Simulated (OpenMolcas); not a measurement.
## How basis sets differ on B2H4F2 (diborane 1,2-di F)

The species is B2H4F2 (8 atoms), meant as a singlet with charge 0. The coordinates come from a GFN2-xTB relaxation.

```xyz
8

B     0.9003    0.1356    0.2205
F     1.5774   -0.8705    0.7749
H     1.4685    1.1493    0.0646
H    -0.2794    0.3449    0.8720
B    -0.9017   -0.0698   -0.2433
F    -1.5236   -1.2331   -0.0486
H    -1.5181    0.7972   -0.7364
H     0.2767   -0.2536   -0.9037
```

Quantity: the dipole moment, in D. The values are calculated.

| level | kind | program | value (D) | CPU time |
| --- | --- | --- | --- | --- |
| HF/STO-3G | Hartree–Fock | OpenMolcas | 0.85 | 1.2 s |
| HF/3-21G | Hartree–Fock | OpenMolcas | 2.04 | 1.7 s |
| HF/Ahlrichs_VDZ (Cholesky decomposition) | Hartree–Fock | OpenMolcas | 2.72 | 2.1 s |
| HF/6-31G** (spherical functions) | Hartree–Fock | OpenMolcas | 1.80 | 5.5 s |
| HF/def2-SVP | Hartree–Fock | OpenMolcas | 1.96 | 5 s |
| HF/def2-SVPD | Hartree–Fock | OpenMolcas | 2.00 | 14 s |

The values span 0.85 to 2.72 D. Magnitudes only: a small dipole may point the other way at some levels. Sets without polarisation functions give poor dipoles. Without the sets that lack polarisation functions the rows with a basis span only 1.80 to 2.00 D. CPU times are rough (shared hosts, several kinds of processor): they show what a rung costs within a factor of a few.
